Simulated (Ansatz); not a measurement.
```yaml
crystal:
  periodic: [false, false, false]
  atoms:
    - {symbol: Ge, position_ang: [-0.693619, 0.316495, -0.335208]}
    - {symbol: C, position_ang: [0.987547, -0.313353, 0.433946]}
    - {symbol: Se, position_ang: [1.369592, -1.991492, 0.751735]}
    - {symbol: H, position_ang: [-1.570025, -0.894647, -0.661547]}
    - {symbol: H, position_ang: [-0.385206, 1.136298, -1.600819]}
    - {symbol: H, position_ang: [-1.384786, 1.240478, 0.683284]}
    - {symbol: H, position_ang: [1.737897, 0.438121, 0.682909]}
basis:
  gaussian: {orbitals: "6-31G*", fitting: {mean_field: cc-pVTZ-jkfit}}
total_charge: -1
magnetization: {spin_polarized: true, initial_magnetization: 1}
hamiltonian: {xc: {name: HF}}
correlation: {method: mp2, frozen_orbitals: {Ge: 9}}
accuracy: high
```

```sh
$ ansatz run in.yaml --threads 2 --pin off --events-out ev --progress --plain --max-ram 4352MiB
```

How does Ansatz answer? (An estimate is asked.)

Ansatz gave: The input was rejected before any iteration.
```
Functional definition: HF
  name "HF"
  cite "Fock, Z. Phys. 61, 126 (1930) doi:10.1007/BF01340294"
  parent pbe
  exchange = exact_x
  correlation = 0
Error: "frozen_orbitals" has no count for C
```
